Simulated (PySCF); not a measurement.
## Electron correlation in Ni+ (nickel, charge +1)

[Ar] 3d8 4s1, high-spin 4F determinant (an excited configuration). Computed with PySCF 2.14 in x2c-QZVPPall, with scalar relativity by spin-free X2C-1e. Frozen: [Ne]; 17 electrons correlated.

MP2 pair energies summed by pair of shells (mhartree):

| pair | energy | share (%) |
| --- | --- | --- |
| 3d-3d | -278.05 | 41.7 |
| 3p-3d | -216.78 | 32.5 |
| 3p-3p | -55.61 | 8.3 |
| 3s-3d | -49.90 | 7.5 |
| 3s-3p | -29.12 | 4.4 |
| 3d-4s | -26.31 | 3.9 |
| 3p-4s | -6.32 | 0.9 |
| 3s-3s | -4.72 | 0.7 |
| 3s-4s | -0.61 | 0.1 |

Total MP2 correlation energy: -667.40 mhartree.

Same-spin part -220.24 and opposite-spin part -447.16 mhartree; SCS-MP2 scales them by 1/3 and 6/5 to -610.01 mhartree.

This basis was not built for core-valence correlation, so the inner-shell part is incomplete.
